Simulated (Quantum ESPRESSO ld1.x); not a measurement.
Results of a calculation; reference values are marked as such.
Coulomb parameter of the 5d shell of neutral gold in the model configuration [Xe] 4f14 5d9.5 6s1.5, as a second difference U = [E(n + 0.5) + E(n - 0.5) - 2 E(n)] / (0.5)^2 with all orbitals relaxed. "Bare": the charge of the atom changes with n. "Screened": the 6s shell takes up the change at fixed total charge, which measures U(5d,5d) + U(6s,6s) - 2 U(5d,6s). Level of theory: Dirac Kohn-Sham, LDA (Slater exchange, Perdew-Zunger correlation), spin-unpolarised, spherical densities, point nucleus; open shells are shared between the two j in proportion to 2j + 1 (ld1.x of Quantum ESPRESSO 7.5).

| case | configuration | E - E(n) (eV) |
|---|---|---|
| start | [Xe] 4f14 5d9.5 6s1.5 | 0.000 |
| bare +0.5 | [Xe] 4f14 5d10 6s1.5 | -2.863 |
| bare -0.5 | [Xe] 4f14 5d9 6s1.5 | 5.377 |
| screened +0.5 | [Xe] 4f14 5d10 6s1 | -0.667 |
| screened -0.5 | [Xe] 4f14 5d9 6s2 | 0.957 |

U(bare) = 10.059 eV, U(screened by 6s) = 1.161 eV. The step up makes a negative ion, whose loosely bound charge lowers the bare value.
